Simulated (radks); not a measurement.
Question: The mean radii <r> (bohr) of the occupied orbitals of an atom or ion are listed with their occupations. Method: Dirac Kohn-Sham, relativistic LDA (MacDonald-Vosko exchange, VWN5 correlation), spin-unpolarised, spherical densities, finite nucleus; Fermi nuclear charge, rms radius of each element as measured or else 0.836 A^(1/3) + 0.57 fm; computed with a radial shooting solver on a logarithmic mesh with Libxc functionals.

| orbital | occ. | <r> |
|---|---|---|
| 1s1/2 | 2 | 0.06666 |
| 2s1/2 | 2 | 0.3092 |
| 2p1/2 | 2 | 0.2727 |
| 2p3/2 | 4 | 0.2755 |
| 3s1/2 | 2 | 0.9513 |
| 3p1/2 | 2 | 1.011 |
| 3p3/2 | 4 | 1.020 |
| 3d3/2 | 3 | 1.315 |

Name the element and its charge. Open shells, if any, fill j = l - 1/2 first.

Answer: Z = 23, vanadium, charge +2: V2+ in [Ar] 3d3. The 1s radius gives Z: for a bare nucleus <r> = (2 gamma + 1)/(2Z) with gamma = sqrt(1 - (Z/c)^2), 0.0646 bohr for Z = 23, and screening makes it slightly larger (0.06666 here). The occupations add up to 21, and the charge is Z minus that.
